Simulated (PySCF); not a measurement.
BFH₄OSi.

```xyz
8

B      0.0060     0.5716     0.0000
F      1.1852     1.2300     0.0000
O     -1.1451     1.2895     0.0000
H     -0.9712     2.2535     0.0000
Si    -0.0346    -1.4647     0.0000
H     -1.4424    -1.9944     0.0000
H      0.6809    -1.9990    -1.2146
H      0.6809    -1.9990     1.2146
```

Geometry: PBE-D3(BJ)/def2-SVP. One conformer was computed; it need not be the lowest.

Level of theory: B3LYP/pcSseg-1 in PySCF. Non-relativistic, no solvent.

Computed absolute GIAO shielding of each atom: isotropic value and principal components (ppm):
| atom | σ(iso) | σ11 | σ22 | σ33 | span |
|---|---|---|---|---|---|
| B1 | 64.2 | 34.1 | 76.3 | 82.2 | 48.1 |
| F2 | 211.3 | 29.7 | 260.4 | 343.8 | 314.1 |
| O3 | 162.9 | 18.9 | 230.1 | 239.8 | 220.9 |
| H4 | 26.2 | 21.6 | 21.9 | 34.9 | 13.3 |
| Si5 | 451.3 | 433.9 | 451.1 | 468.8 | 34.8 |
| H6 | 27.9 | 24.8 | 26.2 | 32.8 | 8.0 |
| H7 | 27.8 | 25.1 | 25.9 | 32.6 | 7.5 |
| H8 | 27.8 | 25.1 | 25.9 | 32.6 | 7.5 |
